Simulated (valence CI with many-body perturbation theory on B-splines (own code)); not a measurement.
Pb⁹⁺: E2, M1 decay

Method: configuration interaction combined with many-body perturbation theory (CI+MBPT): five valence electrons over a frozen Dirac-Fock core [Xe] 4f14, radial functions for each j: 7 s, 7 p, 8 d, 6 f, 4 g, 1 h, with the one-electron correlation potential Σ1 (screened to all orders), the two-electron term Σ2, the three-electron term Σ3, Breit, model QED; selected single and double excitations, second order for the rest, scaled by the run's own slope (own B-spline code, finite nucleus).

No measured levels were compared; by estimate terms of the open shell hold to 2 to 4 % of their energy, and close levels can change places. Among the levels kept, up to 1100 cm⁻¹ of a level comes from second order outside the variational space, and about a tenth of that is noise between levels of different J, which matters for small intervals. Excitations out of the core, of the other parity, are not computed and may begin above about 48.5 eV (a cautious bound); beyond it only levels of the ground parity were kept, without lifetimes.

Lines 51 to 100 of 120 in falling wavelength, among levels below 390900 cm⁻¹, chosen from the decays that carry over 1 % of a level's rate. Wavelengths and rates use the calculated energies, so an error of 2000 cm⁻¹ moves a line at 367.2 nm by 7.3 % and its rate by three times that or more. Electric multipoles are in the length gauge, E1 and E2 with the static RPA response of the core. Weak lines are less certain than strong ones. Lines between different terms over intervals too small for the method are left out, as are lines whose strength nearly cancels.

Levels are named by their leading jj configuration (3d3/2^4 stands for four electrons in 3d with j = 3/2), which in mixed levels can hold well under half, so a name can repeat and another be missing. Letters in brackets count levels of one name in rising energy.

```csv
λ vac (nm),Upper,Lower,Type,A (s⁻¹),Branch %
367.2,(5d3/2^2 5d5/2^3) J=5/2 [b],(5d3/2^3 5d5/2^2) J=5/2,M1,2.73e+02,59.4
364.1,(5d3/2 5d5/2^4) J=5/2 [a],(5d3/2^2 5d5/2^3) J=7/2 [a],M1,1.63e+02,11.8
363.3,(5d3/2^2 5d5/2^3) J=7/2 [c],(5d3/2^2 5d5/2^3) J=7/2 [a],M1,6.56e+00,1.5
360.5,(5d3/2^2 5d5/2^3) J=9/2 [a],(5d3/2^3 5d5/2^2) J=7/2 [a],M1,9.54e+01,51.1
357.0,(5d3/2^2 5d5/2^3) J=5/2 [c],(5d3/2^3 5d5/2^2) J=7/2 [b],M1,6.83e+01,11.4
351.9,(5d3/2^2 5d5/2^3) J=13/2,(5d3/2^3 5d5/2^2) J=11/2,M1,4.13e+01,95.1
343.1,(5d3/2^2 5d5/2^3) J=3/2 [a],(5d3/2^3 5d5/2^2) J=3/2 [a],M1,3.62e+02,42.1
337.6,(5d3/2^2 5d5/2^3) J=3/2 [b],(5d3/2^2 5d5/2^3) J=5/2 [a],M1,6.80e+01,25.7
326.5,(5d3/2^2 5d5/2^3) J=9/2 [c],(5d3/2^2 5d5/2^3) J=9/2 [a],M1,4.32e+00,1.4
322.0,(5d3/2^2 5d5/2^3) J=5/2 [a],(5d3/2^4 5d5/2) J=5/2 [b],M1,3.29e+02,56.4
314.5,(5d3/2 5d5/2^4) J=11/2,(5d3/2^2 5d5/2^3) J=13/2,M1,1.16e+02,12.8
314.2,(5d3/2 5d5/2^4) J=7/2 [a],(5d3/2^2 5d5/2^3) J=9/2 [a],M1,3.21e+02,33.7
313.6,(5d3/2^2 5d5/2^3) J=5/2 [b],(5d3/2^3 5d5/2^2) J=3/2 [a],M1,5.06e+01,11.0
309.1,(5d3/2 5d5/2^4) J=5/2 [a],(5d3/2^2 5d5/2^3) J=5/2 [a],M1,5.59e+02,40.6
308.5,(5d3/2^2 5d5/2^3) J=7/2 [c],(5d3/2^2 5d5/2^3) J=5/2 [a],M1,3.63e+01,8.4
301.1,(5d3/2^3 5d5/2^2) J=7/2 [a],(5d3/2^4 5d5/2) J=5/2 [a],M1,6.97e+01,65.5
300.8,(5d3/2^2 5d5/2^3) J=5/2 [b],(5d3/2^3 5d5/2^2) J=7/2 [a],M1,8.45e+01,18.4
297.1,(5d3/2^2 5d5/2^3) J=9/2 [c],(5d3/2^2 5d5/2^3) J=11/2,M1,3.26e+01,10.6
289.2,(5d3/2^3 5d5/2^2) J=3/2 [a],(5d3/2^4 5d5/2) J=5/2 [a],M1,4.19e+02,95.5
286.5,(5d3/2^2 5d5/2^3) J=9/2 [b],(5d3/2^3 5d5/2^2) J=9/2,M1,3.37e+02,52.7
283.8,(5d3/2 5d5/2^4) J=11/2,(5d3/2^2 5d5/2^3) J=9/2 [a],M1,1.31e+02,14.4
281.8,(5d3/2 5d5/2^4) J=5/2 [a],(5d3/2^3 5d5/2^2) J=7/2 [b],M1,9.26e+01,6.7
281.3,(5d3/2^2 5d5/2^3) J=7/2 [c],(5d3/2^3 5d5/2^2) J=7/2 [b],M1,1.38e+02,32.0
278.2,(5d3/2^2 5d5/2^3) J=7/2 [a],(5d3/2^4 5d5/2) J=5/2 [b],M1,2.91e+01,13.1
275.9,(5d3/2^2 5d5/2^3) J=7/2 [b],(5d3/2^3 5d5/2^2) J=5/2,M1,4.13e+00,2.8
275.5,(5d3/2 5d5/2^4) J=7/2 [a],(5d3/2^2 5d5/2^3) J=7/2 [a],M1,2.34e+02,24.6
273.4,(5d3/2^2 5d5/2^3) J=7/2 [b],(5d3/2^3 5d5/2^2) J=9/2,M1,7.67e+01,52.3
264.4,(5d3/2^2 5d5/2^3) J=9/2 [b],(5d3/2^3 5d5/2^2) J=11/2,M1,1.20e+02,18.7
261.6,(5d3/2 5d5/2^4) J=3/2 [a],(5d3/2^2 5d5/2^3) J=1/2 [a],M1,4.40e+02,34.8
261.3,(5d3/2 5d5/2^4) J=11/2,(5d3/2^2 5d5/2^3) J=11/2,M1,5.36e+02,59.1
260.7,(5d3/2^3 5d5/2^2) J=3/2 [b],(5d3/2^4 5d5/2) J=5/2 [b],M1,3.19e+01,23.0
257.1,(5d3/2^3 5d5/2^2) J=9/2,(5d3/2^4 5d5/2) J=5/2 [a],E2,6.65e-02,1.6
256.1,(5d3/2^2 5d5/2^3) J=3/2 [b],(5d3/2^3 5d5/2^2) J=1/2,M1,3.89e+01,14.7
254.9,(5d3/2^3 5d5/2^2) J=5/2,(5d3/2^4 5d5/2) J=5/2 [a],M1,3.03e+01,14.3
246.4,(5d3/2^2 5d5/2^3) J=9/2 [b],(5d3/2^3 5d5/2^2) J=7/2 [a],M1,1.23e+02,19.3
242.8,(5d3/2 5d5/2^4) J=7/2 [a],(5d3/2^2 5d5/2^3) J=5/2 [a],M1,2.85e+01,3.0
238.7,(5d3/2^2 5d5/2^3) J=5/2 [c],(5d3/2^3 5d5/2^2) J=3/2 [a],M1,7.16e+01,11.9
238.3,(5d3/2^2 5d5/2^3) J=3/2 [b],(5d3/2^3 5d5/2^2) J=5/2,M1,1.62e+01,6.1
236.6,(5d3/2^2 5d5/2^3) J=7/2 [b],(5d3/2^3 5d5/2^2) J=7/2 [a],M1,3.53e+00,2.4
235.7,(5d3/2^2 5d5/2^3) J=1/2 [b],(5d3/2^3 5d5/2^2) J=1/2,M1,1.50e+02,24.9
231.8,(5d3/2^2 5d5/2^3) J=9/2 [c],(5d3/2^3 5d5/2^2) J=7/2 [b],M1,1.43e+02,46.4
231.5,(5d3/2^2 5d5/2^3) J=3/2 [a],(5d3/2^4 5d5/2) J=5/2 [b],M1,2.75e+02,32.0
231.2,(5d3/2^2 5d5/2^3) J=5/2 [c],(5d3/2^3 5d5/2^2) J=7/2 [a],M1,2.68e+02,44.7
225.6,(5d3/2 5d5/2^4) J=7/2 [a],(5d3/2^3 5d5/2^2) J=7/2 [b],M1,8.61e+01,9.0
223.7,(5d3/2 5d5/2^4) J=5/2 [a],(5d3/2^3 5d5/2^2) J=5/2,M1,3.57e+02,25.9
223.4,(5d3/2^2 5d5/2^3) J=7/2 [c],(5d3/2^3 5d5/2^2) J=5/2,M1,5.50e+01,12.7
221.7,(5d3/2^2 5d5/2^3) J=7/2 [c],(5d3/2^3 5d5/2^2) J=9/2,M1,1.79e+02,41.2
217.7,(5d3/2^2 5d5/2^3) J=5/2 [b],(5d3/2^4 5d5/2) J=5/2 [b],M1,1.14e+01,2.5
214.4,(5d3/2^2 5d5/2^3) J=3/2 [b],(5d3/2^3 5d5/2^2) J=3/2 [a],M1,7.56e+01,28.6
206.4,(5d3/2^3 5d5/2^2) J=7/2 [b],(5d3/2^4 5d5/2) J=5/2 [a],M1,2.70e+01,41.2
```
